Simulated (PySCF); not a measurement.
# Ionising TlIn

UHF-CCSD(T); Tl def2-SVP with ECP60, In def2-SVP with ECP28; scalar-relativistic core potentials (PySCF 2.14). Neutral (UHF): triplet (σ ↑, π ↑), Re = 3.101 Å, ωe = 101 cm⁻¹, De = 1.02 eV.

TlIn⁺ (UHF): doublet (σ ↑), Re = 3.582 Å, ωe = 64.4 cm⁻¹. The energies at the minima are -360.89090 hartree for TlIn and -360.70096 for TlIn⁺.

Problem. Work out the adiabatic ionisation energy, without and with harmonic zero-point energies (1 hartree = 27.2114 eV, 1 eV = 8065.5 cm⁻¹), and the change of the bond length.

Solution. At UHF-CCSD(T): 0.18994 hartree = 5.169 eV between the minima; the zero-point term (64.4 − 101.0)/2 cm⁻¹ = -0.002 eV makes it 5.166 eV. Re changes by +48.1 pm against the neutral. The electron leaves a π orbital, and the longer bond of the ion fits a bonding orbital, or a change in how ionic the bond is.

Correlated steps freeze 8 core orbitals. Correlated levels converge slowly with the basis: in double zeta they bind strong bonds too weakly, by up to about 1 eV, and carry superposition errors of some tenths. Spin–orbit coupling is left out, which matters for elements this heavy, above all for dissociation energies. States were picked by a PBE0 search and need not be the measured ground states.
